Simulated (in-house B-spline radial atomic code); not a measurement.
The numbers below are computed, except where a source is named.
Zn ion on P atom: potential, deflection and energy transfer

The pair potential comes from two frozen, spherical free-atom densities (PBE, B-spline radial code, scalar-relativistic past argon): electrostatics plus the change in Thomas-Fermi kinetic and Dirac exchange energy where they overlap, the recipe behind the universal ZBL potential, which averages such potentials (from solid-state densities) over many pairs. It is written V = (Z1 Z2 e²/r) φ(r/a), with e² = 14.3996 eV·Å and a = 0.46850 Å/(Z1^0.23 + Z2^0.23); ZBL's fit is φ = 0.18175 e^(−3.1998x) + 0.50986 e^(−0.94229x) + 0.28022 e^(−0.4029x) + 0.02817 e^(−0.20162x). Where φ falls below 4e-4 it is continued as an exponential.

Masses 65.38 and 30.97 u.

| x = r/a | φ, this pair | φ, ZBL |
| --- | --- | --- |
| 0.1 | 0.8947 | 0.8928 |
| 0.5 | 0.6277 | 0.6096 |
| 1.5 | 0.3165 | 0.2995 |
| 3 | 0.1371 | 0.1292 |
| 5 | 0.05422 | 0.05224 |
| 8 | 0.01673 | 0.01705 |
| 12 | 0.005236 | 0.00474 |
| 17 | 0.001214 | 0.001212 |

Q: At x = 2 the electrostatic, kinetic and exchange parts are 3052.93, 3759.61 and -202.56 eV. Find r, V and φ.

A: a = 0.46850/(2.1864 + 1.8642) = 0.11566 Å, so r = 0.23132 Å. V = 3052.93 + 3759.61 + (-202.56) = 6609.98 eV. The bare repulsion is 30 × 15 × 14.3996/0.23132 = 28012 eV, so φ = 0.2360, +6.4 % against ZBL's 0.2218. The kinetic (Pauli) term is 57 % of V here.

Q: The ion comes in at 174.3 keV with impact parameter 0.5783 Å. The scattering integral gives a centre-of-mass angle of 1.294° and a closest approach of 5.027 a. What are the reduced energy, the energy passed on and the laboratory angles?

A: ε = E a M2/(Z1 Z2 e² (M1 + M2)) = 174300 × 5.7373e-06 = 1. The most that one collision can pass on is γE with γ = 4 M1 M2/(M1 + M2)² = 0.8725. Here T = γE sin²(θ/2) = 0.8725 × 174300 × 0.0001274 = 19.38 eV. The ion turns by arctan(sin θ/(cos θ + M1/M2)) = 0.4°, and the struck atom leaves at (180° − θ)/2 = 89.4°. The closest approach is 0.581 Å. With ZBL the angle would be 1.22° and T = 17.14 eV.
